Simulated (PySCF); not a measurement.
Compound: GeH3PHPF2, F2GeH4P2.
Numbering: `[F:1][P:2]([F:3])[PH:4][GeH3:5]` (hydrogens: H6 on P4; H7, H8, H9 on Ge5)

Method used: core-valence-separated Tamm–Dancoff BHandHLYP/aug-pcX-1 (pcseg-1 on H, def2-SVPD on P, def2-SVPD on Ge) in PySCF, non-relativistic, gas phase, PBE0-D3(BJ)/def2-SVP geometry. The energies are unshifted.

Task: Give energies, oscillator strengths and core holes at the F K edge.

Result: 
| E (eV) | f | core hole on | main final orbital |
| --- | --- | --- | --- |
| 684.40 | 0.0234 | F3 | LUMO (46 %) |
| 684.51 | 0.0227 | F1 | LUMO (48 %) |
| 685.41 | 0.0113 | F1 | LUMO+1 (61 %) |
| 685.75 | 0.0086 | F3 | LUMO+1 (51 %) |
| 686.79 | 0.0092 | F1 | LUMO+1 (31 %) |
| 687.00 | 0.0095 | F3 | LUMO+1 (30 %) |
| 687.40 | 0.0051 | F3 | LUMO+2 (50 %) |
| 687.62 | 0.0049 | F1 | LUMO+3 (61 %) |
| 687.68 | 0.0015 | F3 | LUMO+3 (45 %) |
| 687.83 | 0.0004 | F1 | LUMO+2 (73 %) |
| 688.31 | 0.0062 | F3 | spread |

The first line with a tenth or more of the strongest one's intensity is at 684.40 eV (f = 0.023), with the hole on F3 (phosphorus-bound fluorine). It is also the strongest listed.

Roots within 0.03 eV whose holes lie on the same, on equivalent or on shared atoms are summed into one line, and the highest roots are left out, as the search may have cut off their partners. Final orbitals are the ground state's empty Kohn–Sham orbitals.

Task: What are the wavelength and the wavenumber of the 687.62 eV line?

Result: λ = 12398.42 eV Å/687.62 eV = 18.031 Å; 5.5460 × 10⁶ cm⁻¹.

The ionisation thresholds weren't computed; near and above them a finite basis only mimics Rydberg series and continuum. Relativistic effects, spin–orbit coupling among them, are left out although an element past zinc is present.

Time: 7.4 s wall; peak memory 0.76 GiB. Hardware: one thread, Arm Neoverse V2 (aarch64) (shared host).

Conformer computed: `[F:1][P:2]([F:3])[PH:4][GeH3:5]`: F1–P2–P4–Ge5 152°.

One conformer stands for the species.
